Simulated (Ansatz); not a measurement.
Ansatz (a quantum-chemistry and plane-wave program) input (RI-MP2/aug-cc-pV(T+d)Z):
A basis named .json is the Basis Set Exchange file of that set.

Ansatz 0.2 input:
```yaml
crystal:
  periodic: [false, false, false]
  atoms:
    - {symbol: Si, position_ang: [0.80172697, 0.65942074, -0.30393476]}
    - {symbol: C, position_ang: [1.69314382, -0.91129996, -0.72699685]}
    - {symbol: F, position_ang: [1.34538183, 1.13462435, 1.13814831]}
    - {symbol: N, position_ang: [-0.90119306, 0.44712482, -0.28363841]}
    - {symbol: Si, position_ang: [-1.86402725, -0.89644365, 0.24012325]}
    - {symbol: H, position_ang: [1.10131138, 1.77216044, -1.22865872]}
    - {symbol: H, position_ang: [1.39558728, -1.27416158, -1.71265824]}
    - {symbol: H, position_ang: [2.77155911, -0.74193343, -0.73591068]}
    - {symbol: H, position_ang: [1.48461135, -1.69607279, 0.00195563]}
    - {symbol: H, position_ang: [-1.42461926, 1.28111385, -0.51725375]}
    - {symbol: H, position_ang: [-2.79400996, -0.50227718, 1.32512924]}
    - {symbol: H, position_ang: [-0.94363425, -1.94240699, 0.73383838]}
    - {symbol: H, position_ang: [-2.67754968, -1.45179467, -0.86896539]}
basis:
  gaussian:
    orbitals: aug-cc-pV_T+d_Z.json
    fitting: {mean_field: def2-universal-jkfit, correlation: aug-cc-pVTZ-RIFIT.json}
total_charge: 1
magnetization: {spin_polarized: true, initial_magnetization: 1}
correlation: {method: mp2, electrons: outside_noble_gas}
```

End of the output:

```
integrals: 1.00 GiB planned
629 factors; integrals over basis functions are off by at most 1.1e0 eV
0.94 GiB of device memory are held for the factors and their scratch space
mean field: 2.06 GiB planned
mean field evaluation 1: about -21055.5696 eV, gradient 4.8e1 eV
mean field evaluation 2: about -21061.9168 eV, gradient 3.4e1 eV
mean field evaluation 4: about -21066.5782 eV, gradient 4.0e0 eV
mean field evaluation 8: about -21067.2715 eV, gradient 5.8e-1 eV
mean field evaluation 16: about -21067.2091 eV, gradient 2.6e0 eV
mean field evaluation 32: about -21067.2590 eV, gradient 8.0e-1 eV
mean field -21067.28087439 eV, -774.2082922181 hartree, gradient 1.6e-6 eV, S^2 0.761577; 3 other end points of the search recorded, 0 dependent functions left out
13 core orbitals not correlated
980 factors; their error is unknown
reference -21067.28087439 eV, -774.2082922181 hartree; 16, 15 occupied and 403, 404 virtual orbitals, 980 factors
second order -23.19068955 eV of doubles, -0.00000000 eV of singles
Total energy: -21090.47156395 eV, -775.0605343400 hartree
```

This state (charge 1, doublet) is run at the relaxed geometry of the species with charge 0 and multiplicity 1.
